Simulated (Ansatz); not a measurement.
The cluster Ba13⁻. Total charge -1; doublet. Geometry PBE/def2-SVP; atoms count from 1.

```xyz
13

Ba    3.5617   -2.3715    0.2855
Ba    0.4285    4.2490    0.4567
Ba   -3.4987    2.2886   -0.2921
Ba    2.9906    1.3445    2.8361
Ba   -3.0657   -1.3748   -2.8224
Ba   -0.4589   -4.1620   -0.4514
Ba   -0.4568    2.3395   -3.5426
Ba    0.4621   -2.3528    3.5645
Ba    3.5919    1.7392   -1.6127
Ba    0.0450    0.0159    0.0177
Ba    1.4554   -1.7075   -3.6432
Ba   -1.4615    1.7285    3.6650
Ba   -3.5936   -1.7367    1.5389
```

In the def2 sets Ba takes a core potential; there is no spin–orbit coupling. Single mean-field runs in def2-TZVP are fitted with def2-universal-jkfit. The charge -1 doublet is spin-contaminated (final ⟨S²⟩ up to 2.97, 0.75 for a pure state). The structure comes from a short search, and lower isomers may exist.

Question: Estimate the Mulliken populations from the PBE0/def2-TZVP orbitals of Ansatz.

Answer: 
| atom | charge (e) | spin (α − β) |
| --- | --- | --- |
| Ba1 | -0.01 | -0.45 |
| Ba2 | -0.12 | 0.21 |
| Ba3 | -0.14 | 0.16 |
| Ba4 | -0.13 | -0.11 |
| Ba5 | -0.07 | 0.40 |
| Ba6 | -0.20 | 0.01 |
| Ba7 | -0.13 | -0.29 |
| Ba8 | -0.07 | -0.20 |
| Ba9 | -0.03 | -0.35 |
| Ba10 | 0.16 | 1.45 |
| Ba11 | -0.09 | -0.41 |
| Ba12 | -0.07 | 0.25 |
| Ba13 | -0.12 | 0.33 |
Mulliken values and Mayer orders depend strongly on the basis.

Question: Where does the spin sit?

Answer: Summed by element: Ba 1.00, of 1 unpaired in all. Largest on single atoms: Ba10 1.45, Ba1 -0.45, Ba11 -0.41.

Question: And the Mayer bond orders between bonded heavy atoms (over 0.3)?

Answer: Ba1–Ba4 0.44 (4.54 Å); Ba1–Ba6 0.46 (4.46 Å); Ba1–Ba8 0.39 (4.51 Å); Ba1–Ba9 0.42 (4.53 Å); Ba1–Ba11 0.44 (4.51 Å); Ba2–Ba3 0.43 (4.45 Å); Ba2–Ba4 0.52 (4.55 Å); Ba2–Ba7 0.43 (4.52 Å); Ba2–Ba9 0.39 (4.54 Å); Ba2–Ba12 0.62 (4.50 Å); Ba3–Ba5 0.44 (4.47 Å); Ba3–Ba7 0.44 (4.45 Å); Ba3–Ba12 0.44 (4.49 Å); Ba3–Ba13 0.51 (4.42 Å); Ba4–Ba8 0.45 (4.54 Å); Ba4–Ba9 0.45 (4.51 Å); Ba4–Ba12 0.50 (4.54 Å); Ba5–Ba6 0.52 (4.49 Å); Ba5–Ba7 0.39 (4.60 Å); Ba5–Ba11 0.37 (4.61 Å); Ba5–Ba13 0.70 (4.41 Å); Ba6–Ba8 0.42 (4.50 Å); Ba6–Ba11 0.44 (4.46 Å); Ba6–Ba13 0.50 (4.43 Å); Ba7–Ba9 0.43 (4.53 Å); Ba7–Ba11 0.47 (4.48 Å); Ba8–Ba12 0.43 (4.51 Å); Ba8–Ba13 0.36 (4.58 Å); Ba9–Ba11 0.46 (4.54 Å); Ba12–Ba13 0.40 (4.59 Å). Values over 0.3 also appear between atoms too far apart for a bond (Ba1–Ba2 0.31 at 7.33 Å; Ba1–Ba3 0.32 at 8.48 Å; Ba1–Ba7 0.33 at 7.28 Å; Ba2–Ba5 0.31 at 7.39 Å; Ba2–Ba6 0.36 at 8.51 Å; Ba2–Ba8 0.34 at 7.30 Å; Ba2–Ba13 0.33 at 7.29 Å; Ba3–Ba4 0.33 at 7.27 Å); they arise where an orbital or an unpaired electron spreads over both atoms.
